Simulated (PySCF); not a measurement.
**Two-component Hartree-Fock for Mo(25+) (molybdenum, charge +25)**

Start: [Ne] 3s2 3p5; 3p1/2 filled at m_j = -1/2, +1/2; 3p3/2 filled at m_j = -1/2, +1/2, +3/2. Calculated with PySCF 2.14 in an uncontracted even-tempered set (19 s from 3.5 bohr⁻², ratio 2.4; 14 p from 4.5 bohr⁻², ratio 2.4; 5 d from 19 bohr⁻², ratio 2.6; 4 f from 29 bohr⁻², ratio 2.6): generalised Hartree-Fock with the X2C-1e Hamiltonian and a Gaussian nucleus; one run each with spin-orbit coupling (SO) switched off, then screened by Boettger's factors.

```tsv
spinor shell	electrons	ε, spin-free (eV)	ε, screened SO (eV)	weight of nominal j (screened SO)	rms radius, screened SO (bohr)
1s1/2	2	-21243.9	-21242.4	1.000	0.0404
2s1/2	2	-4023.0	-4022.4	1.000	0.164
2p1/2	2	-3712.7	-3788.3	1.000	0.143
2p3/2	4	-3712.7	-3676.7	1.000	0.147
3s1/2	2	-1436.9	-1436.7	1.000	0.409
3p1/2	2	-1332.7	-1348.8	0.988	0.398
3p3/2	3	-1332.7	-1324.9	0.992	0.405
```

| quantity | spin-free | screened SO |
| --- | --- | --- |
| E (hartree) | -3637.18218 | -3637.94553 |
| M_J | 3/2 | 3/2 |
| ⟨J²⟩ | 3.751 | 3.751 |
| ⟨L²⟩ | 2.001 | 2.005 |
| ⟨S²⟩ | 0.750 | 0.754 |

Each row is a mean over spinors that exchange with the open shell spreads, by up to 14.083 eV (3s1/2).

Breit and QED terms are absent; they matter most for the inner s and p1/2 levels.

Densities and radii are taken from the X2C orbitals without a picture-change correction, which distorts them close to the nucleus.

Without spin-orbit coupling the j labels of p, d and f shells carry no meaning; the spin-free column gives the mean over the occupied spinors of each nl shell.
